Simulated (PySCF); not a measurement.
**From computed data to an observable: oscillator strength and radiative lifetime**

B(H)(Me)(NHMe) (C2H8BN), SMILES N(BC)C.

Geometry: B3LYP-D3(BJ)/def2-SVP. The geometry has at least one imaginary mode, so it is a saddle point at that level. The structure was generated by enumeration, and PubChem lists no compound with its InChIKey, so it may never have been made. Other conformers were not sampled.

TDA-PBE/def2-SVPD (PySCF) puts the first singlet state with f over 0.02 at 7.00 eV (vertical), with the transition dipole (-0.006, -0.125, -0.601) in atomic units.

Find the oscillator strength, the wavelength and the radiative lifetime that this transition would have in vacuum if emission retraced absorption.


|μ|² = 0.3769 au, so |μ| = 1.56 D. ΔE = 7.00/27.211 = 0.2572 hartree. f = (2/3) ΔE |μ|² = 0.065 (the program prints 0.065).
λ = 1239.84/7.00 = 177 nm; ν = 56459 cm⁻¹.
Einstein's coefficient A = 0.6670 ν² f s⁻¹ (ν in cm⁻¹) = 1.4e8 s⁻¹, so τ = 1/A = 7.3 ns. This state is S4; the lower singlets have f = 0.000, 0.014, 0.000. The figure is the radiative limit of this one transition; relaxation, internal conversion, crossing to triplets and a medium change what is measured.
